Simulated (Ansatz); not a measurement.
Consider the ligand exchange at the Sn–Cl bond: `[NH2][SnH]([F])[Cl]` + CH₃OH → `C[O][SnH]([NH2])[F]` + HCl.

Calculated with Ansatz (gas phase, PBE0-D4/def2-TZVP geometries, no zero-point term in ΔE). CBS: MP2 limit from def2 TZ/QZ plus the TZ coupled-cluster correction, frozen cores. This one scheme is used for every species. Functionals use def2-TZVPP. def2 core potentials past Kr. For Sn outer-core shells are correlated without core-valence functions, which leaves a few kJ/mol of doubt a bond. Each species was taken in one conformer, which may not be the lowest.

| level | ΔE (kJ/mol) | difference from CCSD(T)/CBS |
| --- | --- | --- |
| LDA (SPW92) | 67.5 | 1.6 |
| PBE-D4 | 69.6 | 3.7 |
| revPBE-D4 | 68.1 | 2.2 |
| BLYP-D4 | 64.3 | -1.6 |
| B97M-V | 71.2 | 5.3 |
| revPBE | 73.8 | 7.9 |
| BLYP | 68.8 | 2.9 |
| PBE0 | 77.2 | 11.3 |
| LC-ωPBE | 70.9 | 5.0 |
| SCS-MP2/def2-QZVPP | 65.9 | 0.0 |
| CCSD(T)/CBS | 65.9 | 0 |

Largest T1 diagnostic among the species: 0.014.

From PBE to PBE0 (25 % exact exchange), in def2-TZVPP and without D4, ΔE moves by +5.3 kJ/mol. In def2-TZVPP, CCSD(T) changes the Hartree–Fock value by −19.5 kJ/mol (the triples alone add −2.5 kJ/mol) and MP2 by −17.7 kJ/mol.
